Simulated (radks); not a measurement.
Problem. The mean radii <r> (bohr) of the occupied orbitals of an atom or ion are listed with their occupations. Calculated with a radial shooting solver on a logarithmic mesh with Libxc functionals: Dirac Kohn-Sham, BLYP, spin-unpolarised, spherical densities, finite nucleus; Fermi nuclear charge, rms radius of each element as measured or else 0.836 A^(1/3) + 0.57 fm.

orbital  occ.      <r>
1s1/2       2  0.02901
2s1/2       2   0.1218
2p1/2       2   0.1025
2p3/2       3   0.1075

Name the element and its charge. Open shells, if any, fill j = l - 1/2 first.

Solution. Z = 50, tin, charge +41: Sn41+ in [He] 2s2 2p5. The 1s radius gives Z: for a bare nucleus <r> = (2 gamma + 1)/(2Z) with gamma = sqrt(1 - (Z/c)^2), 0.02862 bohr for Z = 50, and screening makes it slightly larger (0.02901 here). The occupations add up to 9, and the charge is Z minus that.
